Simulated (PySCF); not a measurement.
Pb(I)(OH) (HIOPb), SMILES [OH][Pb][I] (connectivity only; charge and spin as stated), neutral, multiplicity 1.

Geometry: B3LYP-D3(BJ)/def2-SVP. The def2 effective core potentials stand for the cores of I, Pb; spin–orbit coupling is left out. One conformer was computed; it need not be the lowest.

Computed with PBE0/def2-TZVPD (PySCF).

Isolated molecule, no solvent.

```yaml
total_energy: -566.45794 hartree
point_group: Cs
highest_occupied_level: -7.13 eV
lowest_empty_level: -2.84 eV
orbital_gap: 4.30 eV
dipole_moment: 1.054 e·Å
quadrupole, principal values (traceless, Buckingham form, about the centre of nuclear charge): -8.09, 2.24, 5.85 D·Å
mean_static_polarisability: 90.6 bohr³ (13.42 Å³)
polarisability_principal_values: 64.3, 80.7, 126.7 bohr³
```
